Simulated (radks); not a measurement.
Ar, 18 electrons, occupied as [Ar]. Calculated with a radial shooting solver on a logarithmic mesh with Libxc functionals: scalar-relativistic Kohn-Sham, Slater X-alpha with alpha = 0.932, spin-polarised, spherical densities, point nucleus.

Radial electron density D(r) = 4 pi r^2 rho(r):

r (bohr),D(r) (e/bohr)
0.002789,0.3618
0.003145,0.4532
0.003546,0.5667
0.003998,0.7073
0.004507,0.8809
0.005082,1.095
0.00573,1.357
0.006461,1.677
0.007343,2.093
0.008279,2.568
0.009334,3.136
0.01052,3.812
0.01187,4.608
0.01338,5.537
0.01509,6.606
0.01701,7.822
0.01918,9.181
0.02162,10.67
0.02438,12.27
0.02749,13.93
0.03099,15.60
0.03494,17.20
0.0394,18.65
0.04442,19.84
0.05049,20.71
0.05692,21.06
0.06418,20.93
0.07236,20.30
0.08159,19.27
0.09199,17.99
0.1037,16.67
0.1169,15.58
0.1319,14.97
0.1487,15.03
0.1676,15.81
0.189,17.18
0.2131,18.86
0.2403,20.42
0.2709,21.37
0.3054,21.34
0.3471,19.99
0.3914,17.58
0.4413,14.42
0.4976,11.07
0.561,8.109
0.6325,5.984
0.7132,4.886
0.8041,4.710
0.9066,5.118
1.022,5.683
1.153,6.026
1.299,5.928
1.465,5.364
1.652,4.458
1.863,3.405
2.1,2.391
2.387,1.492
2.691,0.8750
3.034,0.4675
3.421,0.2261
3.857,0.09818
4.349,0.03791
4.904,0.01287
5.529,0.003789

D(r) has 3 maxima, at r = 0.0583, 0.286, 1.20 bohr, and minima at 0.138, 0.779 bohr, inside which lie 2.16, 10.36 electrons.
